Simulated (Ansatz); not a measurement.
Ligand exchange: BH(CH3)(SiH3) + Si(CH3)(OH)2(SiH3) → B(CH3)(SiH3)2 + SiH(CH3)(OH)2

Species: BH(CH3)(SiH3), singlet; Si(CH3)(OH)2(SiH3), singlet; B(CH3)(SiH3)2, singlet; SiH(CH3)(OH)2, singlet. The partners trade H for SiH3: B–H and Si–SiH3 bonds give way to B–SiH3 and Si–H.

Shapes, held fixed at every level: PBE0-D4/def2-TZVP. Flexible molecules stand in one conformer, not always the lowest. Programs: Ansatz 0.2.0. Electronic energies: no zero-point or thermal term.

| level | kind | ΔE (kJ/mol) | less CCSD(T)/CBS estimate |
| --- | --- | --- | --- |
| PBE-D4/def2-TZVPP | GGA | -1.8 | +2.9 |
| r2SCAN-D4/def2-TZVPP | meta-GGA | -3.9 | +0.8 |
| B3LYP-D4/def2-TZVPP | global hybrid | -2.2 | +2.5 |
| wB97M-V/def2-TZVPP | range-separated hybrid | -5.1 | -0.4 |
| wB97X-V/def2-TZVPP | range-separated hybrid | -2.2 | +2.5 |
| MP2/def2-TZVPP | perturbation theory | -6.6 | -1.9 |
| CCSD(T)/def2-TZVPP | coupled cluster or CI | -5.4 | -0.7 |
| CCSD(T)/CBS estimate | coupled cluster or CI | -4.7 | 0.0 |

The highest level, CCSD(T)/CBS estimate, gives ΔE = -4.7 kJ/mol; the levels span -6.6 to -1.8. The column of differences is taken from that level and isn't an error. No measured value is set beside it here. The CBS estimate extrapolates MP2 from def2-TZVPP and def2-QZVPP and adds CCSD(T) − MP2 in the triple-zeta set, cores frozen.
